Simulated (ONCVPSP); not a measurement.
What the settings do to the ONCV potential of Fe

Base potential:

- Element: iron (Fe)
- Generator: ONCVPSP 4.0.1
- Type: optimised norm-conserving Vanderbilt (ONCV)
- Functional: LDA (Perdew-Zunger)
- Relativity: scalar-relativistic
- Frozen core: [Ar]
- Valence charge: 8
- Reference configuration: 3d6 4s2
- Partial waves: 4s: rc 1.90 bohr, ncon 4, nbas 7, qcut 4.2 1/bohr, 2 projectors, debl 2.8 Ha; p scattering state at 0.44 Ha: rc 2.00 bohr, ncon 4, nbas 9, qcut 4.5 1/bohr, 3 projectors, debl 1.2 Ha; 3d: rc 1.30 bohr, ncon 3, nbas 8, qcut 13.5 1/bohr, local
- Local potential: the d channel
- Core correction: Teter function, fcfact 5.5, rcfact 1.75

All-electron outer shells of the reference configuration (LDA (Perdew-Zunger), scalar-relativistic, ld1.x):

```
shell  level (eV)  outermost node (bohr)  outermost maximum (bohr)
   3p      -59.93                   0.30                      0.72
   3d       -7.75                      –                      0.71
   4s       -5.49                   1.01                      2.38
```

Cutoffs, loose and tight: the cutoffs (Ha) at which the residual kinetic energy of the hardest occupied pseudo-wave falls to 1 and 0.1 mHa per electron. They do not see the model core or the augmentation charge, which bear on the density cutoff. Test errors are all-electron minus pseudo excitation energies from the reference, over the configurations 3d6 4s1; 3d6 4s0; 3d5 4s0; 3d6 4s0 4p1. A dash means not determined; rows that change the core or the reference have their own tests. The largest error is taken over the tests solved by every variant that gives reliable tests at all: 3d5 4s0; 3d6 4s0; 3d6 4s1.

A true bound ghost makes a file unfit for plane-wave use even where its test errors are small: the radial tests pick states by their node count and pass the ghost by.

```tsv
change	outcome	cutoff, loose	cutoff, tight	bound ghosts	GHOST(+) flags above zero	largest test error (meV)
base	generated	62 Ha	71 Ha	s, p	s, p	-849
s: qcut 4.1; p: qcut 4.4; d: qcut 13.3	generated	61 Ha	70 Ha	s, p	s, p	-849
s: qcut 5.4; p: qcut 5.8; d: qcut 17.4	failed: ERROR pspot: first pseudo wave function has node, program will stop	–	–	–	–	–
s: qcut 6.1; p: qcut 6.6; d: qcut 19.7	failed: ERROR pspot: first pseudo wave function has node, program will stop	–	–	–	–	–
```

(1) What comes out with this change to the base: s: qcut 2.8; p: qcut 3; d: qcut 9.1?

(2) What comes out with this change to the base: s: qcut 3.6; p: qcut 3.9; d: qcut 11.6?

(3) What comes out with this change to the base: s: qcut 4.7; p: qcut 5; d: qcut 15?

## Answers

(1) outcome: generated; cutoff, loose: 40 Ha; cutoff, tight: 149 Ha; bound ghosts: s, p; GHOST(+) flags above zero: p; largest test error (meV): -882.

(2) outcome: generated; cutoff, loose: 52 Ha; cutoff, tight: 59 Ha; bound ghosts: s, p; GHOST(+) flags above zero: p; largest test error (meV): -854.

(3) outcome: generated; cutoff, loose: 69 Ha; cutoff, tight: 80 Ha; bound ghosts: s, p; GHOST(+) flags above zero: s; largest test error (meV): -849.
